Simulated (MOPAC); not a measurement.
MOPAC input (PM6):

```
PM6 PRECISE GNORM=0.05 LET XYZ CHARGE=1 GEO-OK AUX(PRECISION=9) THREADS=1
H6NO3Si

N    -0.43055200 1   -1.45654900 1   -0.79288500 1
Si   -0.16695400 1   -0.07589100 1    0.08733400 1
O     0.56266000 1   -0.15630600 1    1.51652200 1
O    -1.35146400 1    0.95739900 1   -0.18406800 1
O     1.31149800 1    0.74531000 1   -0.64403700 1
H    -1.24373200 1   -1.56423300 1   -1.38096200 1
H     0.08669200 1   -2.31346800 1   -0.67376800 1
H     0.18891800 1   -0.56155600 1    2.30499400 1
H    -1.48846100 1    1.79472700 1    0.26808100 1
H     1.51097200 1    0.69193600 1   -1.59200700 1
H     2.11529300 1    0.83969400 1   -0.10614300 1
```

Output:

```
 *******************************************************************************
 **                                                                           **
 **                              MOPAC v23.2.5                                **
 **                                                                           **
 *******************************************************************************
 ** MOPAC's Digital Object Identifier: https://doi.org/10.5281/zenodo.6511958 **
 **                                                                           **
 ** Please cite the open-source release paper for use of this MOPAC version:  **
 ** J. E. Moussa and J. J. P. Stewart (2026)                                  **
 ** MOPAC: An open-source semiempirical molecular orbital program             **
 ** J. Open Source Softw., 11(119), 8025, https://doi.org/10.21105/joss.08025 **
 *******************************************************************************

                              PM6 CALCULATION RESULTS

 *******************************************************************************
 *  PM6        - The PM6 Hamiltonian to be used
 *  GEO-OK     - OVERRIDE INTERATOMIC DISTANCE AND OTHER SAFETY CHECKS
 *
 *
 *
 *                 CHARGE ON SYSTEM = +1
 *
 *
 *
 *  LET        - OVERRIDE SOME SAFETY CHECKS
 *  PRECISE    - TIGHTER CRITERIA TO BE USED
 *  XYZ        - CARTESIAN COORDINATE SYSTEM TO BE USED
 *  GNORM      - EXIT WHEN GRADIENT NORM DROPS BELOW 0.050
 *  AUX        - OUTPUT AUXILIARY INFORMATION
 *******************************************************************************
PM6 PRECISE GNORM=0.05 LET XYZ CHARGE=1 GEO-OK AUX(PRECISION=9) THREADS=1
 H6NO3Si

   ATOM   CHEMICAL          X               Y               Z
  NUMBER   SYMBOL      (ANGSTROMS)     (ANGSTROMS)     (ANGSTROMS)

     1       N         -0.43055200  *  -1.45654900  *  -0.79288500  *
     2      Si         -0.16695400  *  -0.07589100  *   0.08733400  *
     3       O          0.56266000  *  -0.15630600  *   1.51652200  *
     4       O         -1.35146400  *   0.95739900  *  -0.18406800  *
     5       O          1.31149800  *   0.74531000  *  -0.64403700  *
     6       H         -1.24373200  *  -1.56423300  *  -1.38096200  *
     7       H          0.08669200  *  -2.31346800  *  -0.67376800  *
     8       H          0.18891800  *  -0.56155600  *   2.30499400  *
     9       H         -1.48846100  *   1.79472700  *   0.26808100  *
    10       H          1.51097200  *   0.69193600  *  -1.59200700  *
    11       H          2.11529300  *   0.83969400  *  -0.10614300  *

          CARTESIAN COORDINATES

    NO.       ATOM           X           Y           Z

     1         N         -0.4306     -1.4565     -0.7929
     2        Si         -0.1670     -0.0759      0.0873
     3         O          0.5627     -0.1563      1.5165
     4         O         -1.3515      0.9574     -0.1841
     5         O          1.3115      0.7453     -0.6440
     6         H         -1.2437     -1.5642     -1.3810
     7         H          0.0867     -2.3135     -0.6738
     8         H          0.1889     -0.5616      2.3050
     9         H         -1.4885      1.7947      0.2681
    10         H          1.5110      0.6919     -1.5920
    11         H          2.1153      0.8397     -0.1061

 General Reference for PM6:
 "Optimization of Parameters for Semiempirical Methods V: Modification of NDDO Approximations
 and Application to 70 Elements", J. J. P. Stewart, J. Mol. Mod., 13, 1173-1213 (2007)
 URL: https://link.springer.com/article/10.1007/s00894-007-0233-4

           Empirical Formula: H6 N O3 Si  =    11 atoms

      MOLECULAR POINT GROUP   :   C1

      RHF CALCULATION, NO. OF DOUBLY OCCUPIED LEVELS = 16

          Geometry optimization using EF

          DIAGONAL MATRIX USED AS START HESSIAN

 CYCLE:     1  GRAD.:    49.097 HEAT: -62.49180
 CYCLE:     2  GRAD.:   129.163 HEAT: -62.98197
 CYCLE:     3  GRAD.:   104.451 HEAT: -67.61847
 CYCLE:     4  GRAD.:   105.760 HEAT: -66.90499
 CYCLE:     5  GRAD.:   117.275 HEAT: -69.35448
 CYCLE:     6  GRAD.:   133.016 HEAT: -68.11410
 CYCLE:     7  GRAD.:    99.439 HEAT: -70.05176
 CYCLE:     8  GRAD.:   114.604 HEAT: -69.59073
 CYCLE:     9  GRAD.:   104.999 HEAT: -69.64665
 CYCLE:    10  GRAD.:    65.183 HEAT: -74.08847
 CYCLE:    11  GRAD.:    89.032 HEAT: -72.94265
 CYCLE:    12  GRAD.:    77.482 HEAT: -73.32006
 CYCLE:    13  GRAD.:    39.314 HEAT: -75.80876
 CYCLE:    14  GRAD.:    50.678 HEAT: -75.14361
 CYCLE:    15  GRAD.:    17.574 HEAT: -76.62401
 CYCLE:    16  GRAD.:    30.926 HEAT: -76.34256
 CYCLE:    17  GRAD.:    10.164 HEAT: -76.85569
 CYCLE:    18  GRAD.:     6.481 HEAT: -76.92788
 CYCLE:    19  GRAD.:     5.041 HEAT: -76.99660
 CYCLE:    20  GRAD.:     8.194 HEAT: -77.08635
 CYCLE:    21  GRAD.:     2.441 HEAT: -77.13144
 CYCLE:    22  GRAD.:     1.818 HEAT: -77.14508
 CYCLE:    23  GRAD.:     2.656 HEAT: -77.16106
 CYCLE:    24  GRAD.:     2.495 HEAT: -77.17610
 CYCLE:    25  GRAD.:     1.509 HEAT: -77.18700
 CYCLE:    26  GRAD.:     1.031 HEAT: -77.19360
 CYCLE:    27  GRAD.:     1.105 HEAT: -77.19797
 CYCLE:    28  GRAD.:     0.901 HEAT: -77.20084
 CYCLE:    29  GRAD.:     0.623 HEAT: -77.20351
 CYCLE:    30  GRAD.:     0.731 HEAT: -77.20597
 CYCLE:    31  GRAD.:     0.767 HEAT: -77.20811
 CYCLE:    32  GRAD.:     0.655 HEAT: -77.21000
 CYCLE:    33  GRAD.:     0.661 HEAT: -77.21188
 CYCLE:    34  GRAD.:     0.895 HEAT: -77.21435
 CYCLE:    35  GRAD.:     1.577 HEAT: -77.21937
 CYCLE:    36  GRAD.:     1.619 HEAT: -77.22474
 CYCLE:    37  GRAD.:     1.595 HEAT: -77.23217
 CYCLE:    38  GRAD.:     1.635 HEAT: -77.23703
 CYCLE:    39  GRAD.:     2.062 HEAT: -77.24621
 CYCLE:    40  GRAD.:     3.167 HEAT: -77.25952
 CYCLE:    41  GRAD.:     2.231 HEAT: -77.27994
 CYCLE:    42  GRAD.:     7.201 HEAT: -77.27136
 CYCLE:    43  GRAD.:     1.363 HEAT: -77.30754
 CYCLE:    44  GRAD.:     1.390 HEAT: -77.31986
 CYCLE:    45  GRAD.:     6.919 HEAT: -77.31593
 CYCLE:    46  GRAD.:     0.787 HEAT: -77.33999
 CYCLE:    47  GRAD.:     1.342 HEAT: -77.34706
 CYCLE:    48  GRAD.:     6.537 HEAT: -77.33302
 CYCLE:    49  GRAD.:     1.272 HEAT: -77.35687
 CYCLE:    50  GRAD.:     1.428 HEAT: -77.36158
 CYCLE:    51  GRAD.:     8.894 HEAT: -77.32073
 CYCLE:    52  GRAD.:     0.577 HEAT: -77.37257
 CYCLE:    53  GRAD.:     0.962 HEAT: -77.37731
 CYCLE:    54  GRAD.:     3.243 HEAT: -77.38065
 CYCLE:    55  GRAD.:     0.778 HEAT: -77.38596
 CYCLE:    56  GRAD.:     0.922 HEAT: -77.38893
 CYCLE:    57  GRAD.:     4.603 HEAT: -77.38054
 CYCLE:    58  GRAD.:     0.429 HEAT: -77.39619
 CYCLE:    59  GRAD.:     0.302 HEAT: -77.39816
 CYCLE:    60  GRAD.:     1.056 HEAT: -77.40017
 CYCLE:    61  GRAD.:     0.432 HEAT: -77.40085
 CYCLE:    62  GRAD.:     0.210 HEAT: -77.40148
 CYCLE:    63  GRAD.:     0.230 HEAT: -77.40205
 CYCLE:    64  GRAD.:     0.229 HEAT: -77.40262
 CYCLE:    65  GRAD.:     0.362 HEAT: -77.40307
 CYCLE:    66  GRAD.:     0.306 HEAT: -77.40331
 CYCLE:    67  GRAD.:     0.230 HEAT: -77.40350
 CYCLE:    68  GRAD.:     0.143 HEAT: -77.40357
 CYCLE:    69  GRAD.:     0.103 HEAT: -77.40362
 CYCLE:    70  GRAD.:     0.056 HEAT: -77.40365
 CYCLE:    71  GRAD.:     0.043 HEAT: -77.40366

     GRADIENT =  0.04337 IS LESS THAN CUTOFF =  0.05000

 -------------------------------------------------------------------------------
 PM6 PRECISE GNORM=0.05 LET XYZ CHARGE=1 GEO-OK AUX(PRECISION=9) THREADS=1
 H6NO3Si

     GEOMETRY OPTIMISED USING EIGENVECTOR FOLLOWING (EF).
     SCF FIELD WAS ACHIEVED

                              PM6 CALCULATION
                                                       MOPAC v23.2.5 Linux

          FINAL HEAT OF FORMATION =        -77.40366 KCAL/MOL =    -323.85691 KJ/MOL

          COSMO AREA              =        114.49 SQUARE ANGSTROMS
          COSMO VOLUME            =         99.27 CUBIC ANGSTROMS

          GRADIENT NORM           =          0.04337          =       0.01308 PER ATOM
          IONIZATION POTENTIAL    =         14.866027 EV
          HOMO LUMO ENERGIES (EV) =        -14.866 -4.918
          NO. OF FILLED LEVELS    =         16
          MOLECULAR WEIGHT        =         96.1378         POINT GROUP:  Cs

          MOLECULAR DIMENSIONS (Angstroms)

            Atom       Atom       Distance
            H     8    H     6     4.40594
            H     9    H     7     4.35337
            H    11    H     7     2.95731

          SCF CALCULATIONS        =         72

   ATOM   CHEMICAL          X               Y               Z
  NUMBER   SYMBOL      (ANGSTROMS)     (ANGSTROMS)     (ANGSTROMS)

     1       N         -0.38922107  *  -1.45527637  *  -0.76063419  *
     2      Si         -0.14036891  *  -0.05189574  *   0.10920533  *
     3       O          0.38263301  *  -0.29816337  *   1.52562664  *
     4       O         -1.20920873  *   1.01481178  *  -0.13634671  *
     5       O          1.33755538  *   0.82471789  *  -0.61474188  *
     6       H         -1.08890935  *  -1.55305424  *  -1.49603093  *
     7       H         -0.08868122  *  -2.37878532  *  -0.44955793  *
     8       H          0.54832733  *  -0.38746021  *   2.42482938  *
     9       H         -1.89412964  *   1.62697488  *  -0.12490702  *
    10       H          1.24233668  *   1.13058668  *  -1.55659977  *
    11       H          2.20299849  *   0.33749602  *  -0.55634385  *

                             CARTESIAN COORDINATES

   1    N       -0.389221068    -1.455276374    -0.760634190
   2   Si       -0.140368914    -0.051895738     0.109205331
   3    O        0.382633010    -0.298163372     1.525626643
   4    O       -1.209208732     1.014811779    -0.136346706
   5    O        1.337555376     0.824717887    -0.614741879
   6    H       -1.088909347    -1.553054236    -1.496030931
   7    H       -0.088681221    -2.378785319    -0.449557932
   8    H        0.548327326    -0.387460209     2.424829378
   9    H       -1.894129638     1.626974878    -0.124907017
  10    H        1.242336684     1.130586682    -1.556599768
  11    H        2.202998494     0.337496015    -0.556343847

           Empirical Formula: H6 N O3 Si  =    11 atoms

      MOLECULAR POINT GROUP   :   Cs

                  EIGENVALUES
 -37.09116 -35.42439 -34.82417 -34.77043 -26.13831 -25.27039 -23.77905 -22.78988
 -21.23297 -19.89099 -19.55354 -18.75688 -18.66468 -18.54019 -17.83111 -14.86603
  -4.91819  -3.10807  -2.93991  -2.54462  -2.26071  -2.01211  -1.87045  -0.52198
  -0.36541  -0.13834   0.35554   2.00399   2.09811   2.12773   2.66933

              NET ATOMIC CHARGES AND DIPOLE CONTRIBUTIONS

  ATOM NO.   TYPE          CHARGE      No. of ELECS.   s-Pop       p-Pop       d-Pop
    1          N          -0.473932        5.4739     1.45835     4.01559
    2         Si           0.545542        3.4545     0.73710     1.18576     1.53160
    3          O          -0.412359        6.4124     1.53856     4.87380
    4          O          -0.412473        6.4125     1.53859     4.87388
    5          O          -0.341622        6.3416     1.65350     4.68813
    6          H           0.272414        0.7276     0.72759
    7          H           0.272438        0.7276     0.72756
    8          H           0.389639        0.6104     0.61036
    9          H           0.389638        0.6104     0.61036
   10          H           0.385351        0.6146     0.61465
   11          H           0.385365        0.6146     0.61464
 DIPOLE           X         Y         Z       TOTAL
 POINT-CHG.     2.293     0.216    -2.029     3.070
 HYBRID         0.056     0.083     0.011     0.101
 SUM            2.350     0.299    -2.019     3.112

          ATOMIC ORBITAL ELECTRON POPULATIONS

     Atom    s        px        py        pz      x^2-y^2     xz        z^2       yz        xy
    1  N   1.45835   1.44061   1.21381   1.36117
    2 Si   0.73710   0.39569   0.39660   0.39347   0.27407   0.27709   0.31469   0.32935   0.33640
    3  O   1.53856   1.72833   1.75722   1.38825
    4  O   1.53859   1.54173   1.57725   1.75490
    5  O   1.65350   1.47132   1.72524   1.49156
    6  H   0.72759
    7  H   0.72756
    8  H   0.61036
    9  H   0.61036
   10  H   0.61465
   11  H   0.61464

 **********************
 *                    *
 * JOB ENDED NORMALLY *
 *                    *
 **********************

 == MOPAC DONE ==
```

The dipole moment of an ion depends on the origin.

The geometry given is a B3LYP-D3(BJ)/def2-TZVP minimum.
